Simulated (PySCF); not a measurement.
Si(Cl)2(GeH3)(OH) (Cl2GeH4OSi), SMILES [Si](Cl)(Cl)(O)[GeH3].

Geometry: PBE-D3(BJ)/def2-SVP. This is a generated structure with no PubChem entry under its InChIKey; it may be hypothetical. Other conformers were not sampled.

All values below come from PBE-D3(BJ)/def2-SVP (PySCF).

Frequencies are harmonic and unscaled.

Problem. Estimate the vibrational spectrum. (The exact figures need the calculation; the answer reports its results.)

Solution. 
```csv
mode,ν (cm⁻¹),IR (km/mol),moving atoms (share of kinetic energy)
1,83,2.1,"Cl 62 %, Ge 16 %, H 9 %, Si 8 %"
2,96,0.0,H 96 %
3,105,1.0,"Cl 42 %, O 25 %, Ge 17 %, Si 9 %"
4,178,3.5,"Cl 62 %, Si 17 %, O 11 %"
5,186,26.7,"H 62 %, Cl 17 %, O 14 %"
6,194,17.5,"O 39 %, Ge 32 %, Cl 20 %"
7,290,80.2,"O 48 %, H 35 %, Cl 15 %"
8,351,15.1,"Cl 39 %, Si 28 %, O 15 %, Ge 11 %"
9,454,34.9,"H 85 %, Cl 9 %"
10,462,15.9,H 85 %
11,534,118.6,"Si 60 %, Cl 26 %, H 9 %"
12,574,137.6,"Si 65 %, Cl 28 %"
13,759,156.7,H 96 %
14,790,202.3,"H 61 %, O 28 %, Si 11 %"
15,847,39.4,H 99 %
16,847,31.3,H 99 %
17,904,46.1,"O 39 %, Si 37 %, H 24 %"
18,2086,50.4,H 100 %
19,2104,85.6,H 98 %
20,2106,79.8,H 98 %
21,3734,88.0,H 94 %
```
